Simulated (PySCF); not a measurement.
C₂H₆ClSi (SMILES C[Si](C)Cl), doublet, geometry from GFN2-xTB. Base run: B3LYP/6-31G* run with PySCF.

Here is a job for PySCF.
```python
from pyscf import gto, scf, dft, solvent

mol = gto.Mole()
mol.atom = '''
    C    -1.386485   -1.417653   -0.105980
    Si    0.050431   -0.320001    0.495140
    C     1.737544   -0.953339   -0.124091
    Cl   -0.236339    1.580814   -0.239476
    H    -2.345478   -1.042675    0.238276
    H    -1.279791   -2.437624    0.248832
    H    -1.412281   -1.441922   -1.194634
    H     1.756931   -0.970893   -1.213007
    H     2.549877   -0.315096    0.209896
    H     1.936121   -1.959655    0.230189
'''
mol.basis = '6-31g*'
mol.charge = 0
mol.spin = 1
mol.verbose = 4
mol.build()

mf = dft.UKS(mol)
mf.xc = 'b3lyp'
mf.kernel()
```

Each row names what was changed in the base input (with any setting that the change needs).

```json
[
 {"change": "base", "ΔE vs base (kcal/mol)": "0.000", "dipole (D)": "2.29"},
 {"change": "model = IEF-PCM; solvent = n-hexane; r_probe = 0.5", "ΔE vs base (kcal/mol)": "-0.395", "dipole (D)": "2.44"},
 {"change": "model = IEF-PCM; solvent = n-hexane; lebedev_order = 41", "ΔE vs base (kcal/mol)": "-0.84", "dipole (D)": "2.53"},
 {"change": "model = IEF-PCM; solvent = n-hexane; vdw_scale = 1.0", "ΔE vs base (kcal/mol)": "-1.43", "dipole (D)": "2.60"},
 {"change": "model = IEF-PCM; solvent = acetonitrile", "ΔE vs base (kcal/mol)": "-2.25", "dipole (D)": "2.97"},
 {"change": "model = IEF-PCM; solvent = n-hexane; vdw_scale = 1.1", "ΔE vs base (kcal/mol)": "-1.09", "dipole (D)": "2.57"},
 {"change": "model = IEF-PCM; solvent = 2-propanol", "ΔE vs base (kcal/mol)": "-2.16", "dipole (D)": "2.94"},
 {"change": "model = IEF-PCM; solvent = n-hexane; lebedev_order = 11", "ΔE vs base (kcal/mol)": "-0.83", "dipole (D)": "2.53"},
 {"change": "model = IEF-PCM; solvent = n-hexane", "ΔE vs base (kcal/mol)": "-0.84", "dipole (D)": "2.53"},
 {"change": "model = ddCOSMO; solvent = n-hexane", "ΔE vs base (kcal/mol)": "-0.77", "dipole (D)": "2.54"},
 {"change": "model = SS(V)PE; solvent = n-hexane", "ΔE vs base (kcal/mol)": "-0.84", "dipole (D)": "2.53"},
 {"change": "model = IEF-PCM; solvent = dimethylsulfoxide", "ΔE vs base (kcal/mol)": "-2.27", "dipole (D)": "2.97"}
]
```

The base is the gas phase, so ΔE is the electrostatic part of solvation at a fixed geometry, without cavity and dispersion terms.

Open shells are given as the SCF converged; they aren't shown to be the lowest states, and a large step between rows can be another state.
